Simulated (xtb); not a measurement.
CHF, SMILES [CH]F (connectivity only; charge and spin as stated), neutral, multiplicity 1. All values are semi-empirical tight-binding results from xtb (GFN2-xTB unless named), good for trends rather than for accurate numbers. Coordinates come from a GFN2-xTB optimisation. The isomer is the one that the SMILES or the coordinates give; other isomers of the formula were not compared.

| Property | Value |
|---|---|
| point group as xtb finds it | Cs |
| orbital gap | 1.44 eV |
| dipole moment | 1.35 D |
| zero-point energy | 7.6 kcal/mol |
| G − E(el) at 298.15 K (modified RRHO) | -5.9 kcal/mol |
| static polarisability (D4 model) | 15.1 bohr³ |
| solvation energy, GFN2-xTB/ALPB(water) | 0.5 kcal/mol |
| solvation energy, GFN2-xTB/ALPB(dmf) | -0.9 kcal/mol |

Computed IR lines (harmonic; lines under 4 % of the strongest left out, lines within 3 cm⁻¹ merged):
ν (cm⁻¹): 1242 (vs), 1329 (w), 2760 (s) (against the strongest line: vs over 80 %, s over 45 %, m over 15 %, w over 4 %, vw less)
